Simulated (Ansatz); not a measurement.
One change: `O[SiH](F)[AlH2]` becomes `C[SiH](O)F`.

Ansatz, PBE0-D4/def2-TZVP geometries, multiplicity 1. Each molecule was computed in one conformer, which needn't be the lowest.

```json
{"property": "HOMO–LUMO gap (PBE0/def2-TZVPP) / eV", "`O[SiH](F)[AlH2]`": "5.38"}
{"property": "size of the dipole moment (PBE/def2-TZVPP) / D", "`O[SiH](F)[AlH2]`": "1.27"}
{"property": "HOMO energy (B3LYP/def2-TZVPP) / eV", "`O[SiH](F)[AlH2]`": "-7.39"}
{"property": "size of the dipole moment (ωB97M-V/def2-TZVPP) / D", "`O[SiH](F)[AlH2]`": "1.30"}
{"property": "ideal-gas entropy at 298 K and 1 bar (rigid rotor, harmonic PBE0-D4/def2-TZVP) / J/(mol·K)", "`O[SiH](F)[AlH2]`": "346"}
{"property": "HOMO energy (PBE0/def2-TZVPP) / eV", "`O[SiH](F)[AlH2]`": "-7.56"}
```

What does the change do to each property? (Best estimate.)

Ansatz gave: 
```tsv
property	`C[SiH](O)F`	shift
HOMO–LUMO gap (PBE0/def2-TZVPP) / eV	9.60	4.22
size of the dipole moment (PBE/def2-TZVPP) / D	2.10	0.83
HOMO energy (B3LYP/def2-TZVPP) / eV	-8.69	-1.30
size of the dipole moment (ωB97M-V/def2-TZVPP) / D	2.15	0.85
ideal-gas entropy at 298 K and 1 bar (rigid rotor, harmonic PBE0-D4/def2-TZVP) / J/(mol·K)	315	-31
HOMO energy (PBE0/def2-TZVPP) / eV	-8.90	-1.34
```

With PBE0 the HOMO falls by 1.34 eV and the LUMO rises by 2.89 eV, so the gap widens by about 4.23 eV. PBE moves the HOMO by -1.03 eV and ωB97M-V by -1.59 eV. The zero-point energy changes by 61.4 kJ/mol with +3 modes. Dipoles are sizes alone; their direction can turn. Modes under 60 cm⁻¹, often nearly free rotors, make the harmonic entropy too high.

B3LYP here is the variant with VWN-RPA as its local correlation; programs differ in this.
